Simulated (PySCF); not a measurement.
## The potential of point charges around `C#C[Si@@]([SiH3])(Cl)[Si@H](N)[SiH2]C`

Species: `C#C[Si@@]([SiH3])(Cl)[Si@H](N)[SiH2]C`. Coordinates (GFN2-xTB, Å) and charges (e) from the PBE0/pcSseg-1 density (PySCF):

| atom | x | y | z | Mulliken | IAO | Hirshfeld | ESP-fitted |
| --- | --- | --- | --- | --- | --- | --- | --- |
| C1 | -2.328 | 2.748 | 0.037 | -0.2225 | -0.1877 | -0.0808 | -0.3713 |
| C2 | -2.072 | 1.592 | -0.179 | -0.1722 | -0.3231 | -0.1648 | -0.0437 |
| Si3 | -1.634 | -0.190 | -0.504 | +0.3865 | +0.5181 | +0.2287 | +0.0851 |
| Si4 | -3.532 | -1.445 | 0.024 | +0.2813 | +0.3140 | +0.2233 | +0.3860 |
| Cl5 | -1.386 | -0.228 | -2.576 | -0.3301 | -0.3292 | -0.1484 | -0.1933 |
| Si6 | 0.483 | -0.522 | 0.424 | +0.3697 | +0.4906 | +0.2192 | +0.2773 |
| N7 | 0.113 | -0.257 | 2.101 | -0.6283 | -0.8343 | -0.3176 | -0.8970 |
| Si8 | 2.289 | 0.675 | -0.459 | +0.3407 | +0.4384 | +0.2430 | +0.4306 |
| C9 | 3.903 | -0.334 | -0.376 | -0.6161 | -0.6960 | -0.2087 | -0.5018 |
| H10 | -2.562 | 3.758 | 0.220 | +0.0651 | +0.2046 | +0.0997 | +0.3078 |
| H11 | -3.344 | -2.049 | 1.346 | -0.0558 | -0.0950 | -0.0722 | -0.1003 |
| H12 | -3.772 | -2.537 | -0.926 | -0.0497 | -0.0894 | -0.0682 | -0.0941 |
| H13 | -4.775 | -0.667 | 0.085 | -0.0407 | -0.0845 | -0.0645 | -0.0846 |
| H14 | 0.786 | -1.971 | 0.445 | -0.0415 | -0.1061 | -0.0804 | -0.0458 |
| H15 | -0.293 | 0.625 | 2.369 | +0.1976 | +0.2601 | +0.1082 | +0.3511 |
| H16 | 0.796 | -0.524 | 2.792 | +0.1942 | +0.2606 | +0.1169 | +0.3703 |
| H17 | 2.541 | 1.935 | 0.266 | -0.0588 | -0.1070 | -0.0806 | -0.1311 |
| H18 | 2.063 | 1.046 | -1.862 | -0.0447 | -0.1027 | -0.0807 | -0.1210 |
| H19 | 3.802 | -1.278 | -0.903 | +0.1420 | +0.1558 | +0.0418 | +0.1108 |
| H20 | 4.735 | 0.204 | -0.823 | +0.1476 | +0.1607 | +0.0463 | +0.1404 |
| H21 | 4.176 | -0.562 | 0.651 | +0.1357 | +0.1521 | +0.0397 | +0.1248 |

Points outside the species (Å): A (-3.6, 4.5, 5.0); B (4.4, -0.6, 4.6); C (4.0, 5.2, 1.0); D (-1.6, -2.0, -6.3); E (-1.9, 1.9, -7.2).

Problem. Find the potential V = 14.3996 V·Å × Σ q/r of each set of charges at these points.

Solution. In volts:

| point | nearest atom | distance (Å) | Mulliken | IAO | Hirshfeld | ESP-fitted |
| --- | --- | --- | --- | --- | --- | --- |
| A | H10 | 4.95 | -0.079 | +0.055 | +0.046 | +0.109 |
| B | H21 | 3.96 | +0.175 | +0.146 | +0.112 | +0.248 |
| C | H17 | 3.65 | +0.004 | +0.013 | -0.002 | +0.008 |
| D | Cl5 | 4.13 | -0.239 | -0.238 | -0.126 | -0.271 |
| E | Cl5 | 5.12 | -0.255 | -0.218 | -0.114 | -0.222 |

Problem. How far are the other sets from the ESP-fitted one at these points?

Solution. Root-mean-square difference: IAO 0.054 V, Mulliken 0.093 V, Hirshfeld 0.105 V. The ESP scheme fits charges at the nuclei, held to the total charge, to the electrostatic potential on points at 1.4 to 2.0 times the van der Waals radii.

Problem. What energy would a point charge of -2 e have at D in the field of the ESP charges, leaving out polarisation?

Solution. +0.542 eV = +52.3 kJ/mol, a repulsion.

One conformer (not necessarily the lowest) at the GFN2-xTB geometry, without solvent, vibrations or thermal averaging.

The values belong to the conformer `[CH:1]#[C:2][Si@@:3]([SiH3:4])([Cl:5])[Si@H:6]([NH2:7])[SiH2:8][CH3:9]`: C2–Si3–Si6–N7 64°, Si3–Si6–Si8–C9 -147°, H–N7–Si6–Si3 -58°, H–N7–Si6–Si3 167°.
